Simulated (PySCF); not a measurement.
C5H3NS, SMILES N#Cc1cccs1, point group Cs.

Force field and properties: B3LYP/pcSseg-1 (PySCF, grid level 2). Vibrational terms come from second-order perturbation theory with semi-diagonal cubic constants, by steps of ±0.6 along the normal coordinates of each isotopologue. The parent has the commonest isotopes.

Equilibrium geometry (Å):

| atom | x | y | z |
| --- | --- | --- | --- |
| N1 | 2.6453 | -0.5683 | 2.2098 |
| C2 | 1.7306 | -0.3698 | 1.5285 |
| C3 | 0.6107 | -0.1269 | 0.7002 |
| C4 | 0.5727 | -0.1323 | -0.6757 |
| C5 | -0.7191 | 0.1520 | -1.1875 |
| C6 | -1.6421 | 0.3688 | -0.2011 |
| S7 | -0.9615 | 0.2324 | 1.3800 |
| H8 | 1.4468 | -0.3345 | -1.2845 |
| H9 | -0.9550 | 0.1941 | -2.2452 |
| H10 | -2.6931 | 0.6032 | -0.3146 |

(1) Give the equilibrium and ground-state rotational constants (MHz) of parent; ¹⁵N at 1.

(2) How is the parent's vibrational correction B0 − Be made up?

(3) And its quartic centrifugal distortion constants from the harmonic force field?

(4) Which nuclear quadrupole couplings χaa, χbb, χcc (MHz) does the parent show, at equilibrium and averaged?

A mode lies under 250 cm⁻¹, where this perturbation treatment is rough.

Answers

(1) 
| species | Ae | Be | Ce | A0 | B0 | C0 | Δ0 (u Å²) | harmonic ZPE (cm⁻¹) |
| --- | --- | --- | --- | --- | --- | --- | --- | --- |
| parent | 5328.6 | 1808.7 | 1350.4 | 5298.6 | 1802.6 | 1344.4 | 0.165 | 14348 |
| ¹⁵N at 1 | 5328.5 | 1752 | 1318.5 | 5298.6 | 1746.1 | 1312.8 | 0.167 | 14324 |

Δ0 = Ic − Ia − Ib from the ground-state constants.

(2) 
```
axis  harmonic  Coriolis  cubic  total (MHz)
   a      6.21     -3.07  -33.1          -30
   b      1.38    -0.718  -6.79        -6.13
   c     0.302    -0.324  -5.91        -5.93
```

(3) Asymmetric top, A reduction, Ir representation: ΔJ = 0.0693 kHz, ΔJK = 1.64 kHz, ΔK = -0.262 kHz, δJ = 0.0169 kHz, δK = 0.921 kHz.

(4) 14N at 1: -4.6, 2.9, 1.7 and -4.6, 2.8, 1.7.
